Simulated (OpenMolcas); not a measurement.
**3s² 3p⁴ along the 16-electron sequence**

```json
{
 "Program": "OpenMolcas 26.06",
 "Method": "CASSCF",
 "Basis": "ANO-R2",
 "Scalar Hamiltonian": "X2C, finite nucleus",
 "Spin-orbit coupling": "state interaction with AMFI integrals over the reference wave functions, term energies averaged over their components"
}
```

Active space for each ion: 4 electrons in 3 orbitals (3p).

Computed levels in cm-1 above ³P₂:

```tsv
Level	S	Cl+	Ar2+
³P₁	370	647	1034
³P₀	543	940	1486
¹D₂	11805	14397	16961
¹S₀	29117	35367	41469
weight of ³P in the lowest level (%)	100	100	100
```

Measured, with the error of the calculation in %. Measured levels: S, Cl+ from NIST Handbook of Basic Atomic Spectroscopic Data; Ar2+ from Saloman, J. Phys. Chem. Ref. Data 39, 033101 (2010).

```tsv
Level	S	Cl+	Ar2+
³P₁	396 (-6.5)	696 (-7.1)	1112 (-7.0)
³P₀	574 (-5.3)	996 (-5.7)	1570 (-5.4)
¹D₂	9239 (+27.8)	11654 (+23.5)	14010 (+21.1)
¹S₀	22180 (+31.3)	27878 (+26.9)	33266 (+24.7)
```

The fine-structure level ³P₀ changes by a factor of 2.74 from S to Ar2+. Its fourth root runs 4.83, 5.54, 6.21, with steps per unit of Z of 0.71, 0.67; equal steps would mean a (Z - σ)^4 law with constant σ.

¹D₂ changes by a factor of 1.44 over the same range, with steps per unit of Z of +2590, +2560 cm-1.

With the s shell closed, the reference lacks s² → p² mixing. Without dynamic correlation excited terms often stand tens of per cent too high (terms of higher spin than the ground term too low), and those without a measured partner can miss by more than the paired ones (holds for S; Cl+). Measured partners are found by configuration, term and J. A level has none where our copy of the source lacks it or the pairing is in doubt (some pairs that miss far off the trend of their configuration count as doubtful), and it then counts in no deviation. Only configurations of the active space appear.
